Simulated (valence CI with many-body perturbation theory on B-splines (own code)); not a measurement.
# As XXI: electric-dipole lines

Calculated by configuration interaction combined with many-body perturbation theory (CI+MBPT): three valence electrons over a frozen Dirac-Fock core [Ne], a basis of 11 s, 11 p, 9 d, 7 f, 5 g, 2 h, 1 i functions for each j, with the one-electron correlation potential Σ1, the two-electron term Σ2, the three-electron term Σ3, Breit, model QED; selected CI, second order for the rest (own B-spline code, finite nucleus).

No measured levels were compared; by estimate levels of excited configurations hold to 0.05 to 0.15 % of their energy, terms of the ground configuration to about 0.5 %.

Lines 1 to 50 of 276 in falling wavelength, among levels below 1712300 cm⁻¹, chosen from the strongest by gf and those to the six lowest levels. Wavelengths and rates use the calculated energies, so an error of 400 cm⁻¹ moves a line at 34.99 nm by 0.14 % and its rate by three times that or more. Electric multipoles are in the length gauge, E1 and E2 with the static RPA response of the core. Weak lines are less certain than strong ones. Lines between different terms over intervals too small for the method are left out, as are lines whose strength nearly cancels. Where a level lies close to another of its J and parity, the split of strength between their lines is uncertain. The highest levels of a list are the least certain.

Names give the largest LS component (configuration and term), which can be under half, so a name can repeat, a term be missing and a line seem to break the LS rules; names also repeat where a configuration has a term twice. Letters in brackets count levels of one name in rising energy.

| λ vac (nm) | Upper | Lower | A (s⁻¹) | S (a.u.) |
| --- | --- | --- | --- | --- |
| 34.99 | 3p3 2D°_5/2 | 3s 3p2 2P_3/2 | 1.24e+09 | 1.58e-01 |
| 34.68 | 3s 3p2 4P_1/2 | 3s2 3p 2P°_3/2 | 4.65e+07 | 1.92e-03 |
| 31.91 | 3p2 3d 2G_7/2 | 3s 3p 3d 2F°_5/2 [b] | 1.49e+09 | 1.91e-01 |
| 31.51 | 3p2 3d 2F_7/2 [a] | 3s 3p 3d 2F°_7/2 [a] | 9.69e+08 | 1.20e-01 |
| 31.29 | 3s 3p2 4P_3/2 | 3s2 3p 2P°_3/2 | 4.66e+07 | 2.82e-03 |
| 29.89 | 3p3 2D°_3/2 | 3s 3p2 2P_1/2 | 1.72e+09 | 9.07e-02 |
| 29.11 | 3p2 3d 2F_5/2 [a] | 3s 3p 3d 2F°_5/2 [a] | 2.59e+09 | 1.89e-01 |
| 29.01 | 3p2 3d 2G_9/2 | 3s 3p 3d 2F°_7/2 [b] | 2.74e+09 | 3.30e-01 |
| 28.86 | 3s 3p2 4P_5/2 | 3s2 3p 2P°_3/2 | 3.06e+08 | 2.18e-02 |
| 28.70 | 3p2 3d 4F_9/2 | 3s 3p 3d 2F°_7/2 [a] | 1.16e+09 | 1.35e-01 |
| 28.42 | 3s 3p2 4P_1/2 | 3s2 3p 2P°_1/2 | 3.09e+08 | 7.00e-03 |
| 27.89 | 3p2 3d 2P_1/2 [b] | 3s 3p 3d 2D°_3/2 [b] | 4.04e+09 | 8.64e-02 |
| 27.26 | 3p2 3d 2F_5/2 [a] | 3s 3p 3d 2D°_3/2 [a] | 1.92e+09 | 1.15e-01 |
| 26.10 | 3s 3p2 4P_3/2 | 3s2 3p 2P°_1/2 | 6.17e+06 | 2.16e-04 |
| 25.99 | 3p2 3d 2F_7/2 [a] | 3s 3p 3d 2D°_5/2 [a] | 9.88e+08 | 6.85e-02 |
| 25.95 | 3p2 3d 2F_5/2 [b] | 3s 3p 3d 2D°_3/2 [b] | 1.98e+09 | 1.02e-01 |
| 25.80 | 3p3 2P°_1/2 | 3s 3p2 2S_1/2 | 6.31e+09 | 1.07e-01 |
| 25.47 | 3p2 3d 2P_3/2 [b] | 3s 3p 3d 2D°_5/2 [b] | 2.30e+09 | 7.50e-02 |
| 25.04 | 3p3 2P°_3/2 | 3s 3p2 2P_3/2 | 4.86e+09 | 1.51e-01 |
| 24.87 | 3p2 3d 2F_7/2 [a] | 3s 3p 3d 4D°_5/2 | 2.10e+09 | 1.27e-01 |
| 24.59 | 3s 3p 3d 2F°_5/2 [a] | 3s2 3d 2D_5/2 | 1.50e+09 | 6.58e-02 |
| 24.56 | 3p2 3d 2F_7/2 [b] | 3s 3p 3d 2D°_5/2 [b] | 4.04e+09 | 2.36e-01 |
| 24.50 | 3p2 3d 4F_3/2 | 3s 3p 3d 4D°_1/2 | 4.53e+09 | 1.32e-01 |
| 24.32 | 3p2 3d 2D_5/2 [b] | 3s 3p 3d 2P°_3/2 [b] | 2.44e+09 | 1.04e-01 |
| 24.26 | 3p3 2D°_3/2 | 3s 3p2 2D_3/2 | 2.39e+09 | 6.74e-02 |
| 24.12 | 3p2 3d 2F_5/2 [b] | 3s 3p 3d 2F°_5/2 [b] | 2.90e+09 | 1.21e-01 |
| 24.05 | 3p2 3d 2G_9/2 | 3s 3p 3d 2F°_7/2 [a] | 6.88e+09 | 4.73e-01 |
| 23.91 | 3p2 3d 2D_5/2 [b] | 3s 3p 3d 2D°_3/2 [b] | 2.35e+09 | 9.53e-02 |
| 23.87 | 3p2 3d 4D_1/2 | 3s 3p 3d 4P°_1/2 | 6.41e+09 | 8.60e-02 |
| 23.82 | 3s 3p2 2D_3/2 | 3s2 3p 2P°_3/2 | 1.34e+07 | 3.58e-04 |
| 23.76 | 3p2 3d 2F_5/2 [b] | 3s 3p 3d 2F°_7/2 [b] | 2.87e+09 | 1.14e-01 |
| 23.66 | 3p3 2D°_5/2 | 3s 3p2 2D_5/2 | 4.82e+09 | 1.89e-01 |
| 23.49 | 3p2 3d 4D_3/2 | 3s 3p 3d 2D°_5/2 [a] | 3.17e+09 | 8.10e-02 |
| 23.29 | 3p2 3d 4F_5/2 | 3s 3p 3d 4D°_3/2 | 4.36e+09 | 1.63e-01 |
| 23.03 | 3p2 3d 4F_9/2 | 3s 3p 3d 4D°_7/2 | 5.05e+09 | 3.04e-01 |
| 23.01 | 3p2 3d 4F_5/2 | 3s 3p 3d 4P°_5/2 | 2.17e+09 | 7.82e-02 |
| 22.95 | 3p2 3d 2G_7/2 | 3s 3p 3d 2F°_5/2 [a] | 2.65e+09 | 1.27e-01 |
| 22.94 | 3s 3p2 2D_5/2 | 3s2 3p 2P°_3/2 | 3.37e+09 | 1.21e-01 |
| 22.79 | 3p3 2D°_5/2 | 3s 3p2 2D_3/2 | 7.81e+08 | 2.74e-02 |
| 22.73 | 3p2 3d 4D_7/2 | 3s 3p 3d 2F°_5/2 [a] | 4.53e+09 | 2.10e-01 |
| 22.68 | 3p2 3d 4D_3/2 | 3s 3p 3d 4P°_3/2 | 3.98e+09 | 9.16e-02 |
| 22.62 | 3p2 3d 4D_5/2 | 3s 3p 3d 4P°_3/2 | 2.58e+09 | 8.85e-02 |
| 22.62 | 3p2 3d 2F_7/2 [b] | 3s 3p 3d 2F°_5/2 [b] | 1.53e+09 | 7.01e-02 |
| 22.52 | 3p2 3d 4D_5/2 | 3s 3p 3d 4D°_5/2 | 3.89e+09 | 1.31e-01 |
| 22.34 | 3p3 4S°_3/2 | 3s 3p2 2D_3/2 | 7.29e+08 | 1.60e-02 |
| 22.30 | 3p2 3d 2F_7/2 [b] | 3s 3p 3d 2F°_7/2 [b] | 5.55e+09 | 2.43e-01 |
| 22.15 | 3p2 3d 2F_5/2 [b] | 3s 3p 3d 2P°_3/2 [a] | 5.20e+09 | 1.68e-01 |
| 22.15 | 3s 3p 3d 2F°_7/2 [a] | 3s2 3d 2D_5/2 | 3.58e+09 | 1.53e-01 |
| 21.82 | 3p2 3d 2G_7/2 | 3s 3p 3d 2D°_5/2 [a] | 8.68e+09 | 3.56e-01 |
| 21.77 | 3p2 3d 2P_1/2 [a] | 3s 3p 3d 2D°_3/2 [a] | 6.55e+09 | 6.67e-02 |
